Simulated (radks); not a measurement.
Species: In3+. Configuration: [Kr] 4d9 4f1 (not the ground configuration).

All-electron calculation, Dirac Kohn-Sham, BLYP, spin-unpolarised, spherical densities, point nucleus; open shells fill j = l - 1/2 first. Program: a radial shooting solver on a logarithmic mesh with Libxc functionals.

Energy parts (Ry):
part                        energy
total                 -11760.75220
kinetic                12359.05202
electron-nucleus      -28407.02094
Hartree                 4605.73287
exchange-correlation    -318.51614

Orbitals (lengths in bohr, moments of r in powers of bohr; <r^-3> diverges for s and p1/2; r(90%) holds 90 % of the orbital's charge):
| orbital | occ. | eigenvalue (Ry) | <r^2> | r(90%) | <r^-3> | <r> |
|---|---|---|---|---|---|---|
| 1s1/2 | 2 | -2041.960 | 0.001194 | 0.0534 | - | 0.02971 |
| 2s1/2 | 2 | -308.2072 | 0.01941 | 0.198 | - | 0.1281 |
| 2p1/2 | 2 | -287.6475 | 0.01445 | 0.178 | - | 0.1084 |
| 2p3/2 | 4 | -272.1398 | 0.01576 | 0.185 | 4021 | 0.1137 |
| 3s1/2 | 2 | -60.87340 | 0.1389 | 0.513 | - | 0.3484 |
| 3p1/2 | 2 | -52.57759 | 0.1339 | 0.511 | - | 0.3394 |
| 3p3/2 | 4 | -49.77594 | 0.1426 | 0.527 | 739.8 | 0.3505 |
| 3d3/2 | 4 | -35.09814 | 0.1235 | 0.509 | 115.5 | 0.3222 |
| 3d5/2 | 6 | -34.52388 | 0.1261 | 0.514 | 108.1 | 0.3257 |
| 4s1/2 | 2 | -11.67494 | 0.8047 | 1.22 | - | 0.8433 |
| 4p1/2 | 2 | -8.94802 | 0.9105 | 1.31 | - | 0.8929 |
| 4p3/2 | 4 | -8.44795 | 0.9704 | 1.36 | 132.1 | 0.9218 |
| 4d3/2 | 4 | -4.18168 | 1.448 | 1.71 | 14.30 | 1.109 |
| 4d5/2 | 5 | -4.11224 | 1.481 | 1.73 | 13.26 | 1.122 |
| 5s1/2 | 0 | -2.78677 | 5.103 | 3.06 | - | 2.135 |
| 5p1/2 | 0 | -2.16036 | 6.660 | 3.52 | - | 2.435 |
| 5p3/2 | 0 | -2.09672 | 7.023 | 3.61 | 16.95 | 2.502 |
| 4f5/2 | 1 | -0.89168 | 15.44 | 5.64 | 0.1291 | 3.624 |
| 4f7/2 | 0 | -0.89131 | 15.47 | 5.64 | 0.1277 | 3.628 |

The highest occupied level is 4f5/2 at -12.132 eV. The configuration is held as typed, so some empty levels lie below it. The density falls to 0.001 e/bohr^3 at r = 4.19 bohr. Summed over all electrons, <r^2> = 38.45 bohr^2, which gives a Langevin (diamagnetic) susceptibility term of -30.4 x 10^-6 cm^3/mol.
